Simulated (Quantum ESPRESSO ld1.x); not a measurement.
The run below uses ld1.x (Quantum ESPRESSO 7.5).

```
 &input
    zed=31.0,
    iswitch=1,
    rel=2,
    dft='SLA-NOC-B88-NOGC',
    config='[Ne] 3p6 3d9 4s2',
    rel_dist='average',
    verbosity='high',
    lsmall=.true.,
    prefix='ld1',
    max_out_wfc=37,
    file_charge='ld1.rho',
 /
```

Command: `OMP_NUM_THREADS=1 ld1.x < ld1.in > ld1.out`

It prints (banner and zero overlaps left out):

```
     Program LD1 v.7.5 starts

     --------------------------- All-electron run ----------------------------

     dirac relativistic calculation

     atomic number is 31.00
     dft =SLA-NOC-B88-NOGC   lsd =0 sic =0 latt =0  beta=0.20 tr2=1.0E-14
     Exchange-correlation= SLA-NOC-B88-NOGC
                           (   1   0   1   0   0   0   0)
     mesh =2005 r(mesh) =  99.28682 a.u. xmin = -8.00 dx = 0.00800
     1 Ry =  13.60569312 eV, c = 137.03599908

     n l j   nl                  e(Ry)          e(Ha)          e(eV)
     Spin orbit split results
     1 0 0.5 1S 1( 2.00)    -758.750232737    -379.375116368 -10323.3228236
     2 0 0.5 2S 1( 2.00)     -99.198347784     -49.599173892  -1349.6622783
     2 1 0.5 2P 1( 2.00)     -88.611998676     -44.305999338  -1205.6276610
     2 1 1.5 2P 1( 4.00)     -86.572020350     -43.286010175  -1177.8723419
     3 1 0.5 3P 1( 2.00)     -13.257316683      -6.628658342   -180.3749824
     3 1 1.5 3P 1( 4.00)     -12.969099597      -6.484549799   -176.4535892
     3 2 1.5 3D 1( 3.60)      -7.071984044      -3.535992022    -96.2192447
     3 2 2.5 3D 1( 5.40)      -7.029459615      -3.514729808    -95.6406703
     4 0 0.5 4S 1( 2.00)      -4.178889419      -2.089444709    -56.8566870
     Averaged results
     1 0     1S 1( 2.00)    -758.750232737    -379.375116368 -10323.3228236
     2 0     2S 1( 2.00)     -99.198347784     -49.599173892  -1349.6622783
     2 1     2P 1( 6.00)     -87.252013125     -43.626006563  -1187.1241149
     3 1     3P 1( 6.00)     -13.065171959      -6.532585980   -177.7607203
     3 2     3D 1( 9.00)      -7.046469387      -3.523234693    -95.8721001
     4 0     4S 1( 2.00)      -4.178889419      -2.089444709    -56.8566870

     final scf error:  3.6E-15 reached in  22 iterations

     Etot =   -3853.265535 Ry,   -1926.632767 Ha,  -52426.348389 eV

     Ekin =    3931.727816 Ry,    1965.863908 Ha,   53493.882103 eV
     Encl =   -9148.574816 Ry,   -4574.287408 Ha, -124472.701453 eV
     Eh   =    1506.313411 Ry,     753.156705 Ha,   20494.438014 eV
     Exc  =    -142.731946 Ry,     -71.365973 Ha,   -1941.967054 eV
```

Run on one thread of a shared host, so times are rough (Intel(R) Xeon(R) Processor @ 2.60GHz): 0.57 s of CPU time, 0.61 s wall, 22 iterations on 2005 mesh points.
